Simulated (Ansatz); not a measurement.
Cartesian coordinates in Å:
```
C 1.588 -0.765 -1.229
O 0.875 0.451 -1.185
Si 0.159 1.053 0.152
N 1.244 1.102 1.462
O -1.070 0.119 0.686
Si -2.385 -0.716 0.189
H 2.256 -0.741 -2.092
H 0.904 -1.613 -1.343
H 2.184 -0.915 -0.324
H -0.368 2.355 -0.308
H 2.059 1.693 1.458
H 0.921 0.907 2.394
H -3.119 -1.181 1.391
H -1.972 -1.894 -0.620
H -3.276 0.144 -0.633
```

Charge 0, multiplicity 1.

(1) List the r2SCAN/def2-TZVPP orbital energies in eV (Ansatz 0.2.0). (Estimate.)

Results:

(1) Computed: Occupied: -1791.75, -1791.47, -515.74, -515.62, -384.75, -274.21, -142.00, -141.84, -96.91, -96.86, -96.82, -96.73, -96.68, -96.68, -26.69, -26.02, -22.20, -17.73, -14.84, -13.21, -12.56, -11.73, -11.51, -11.41, -10.78, -10.10, -9.80, -8.94, -8.19, -7.69, -7.55, -7.07, -6.52. Lowest empty: -0.13, 0.88, 1.20, 1.39, 1.62, 1.85, 2.32, 2.42.
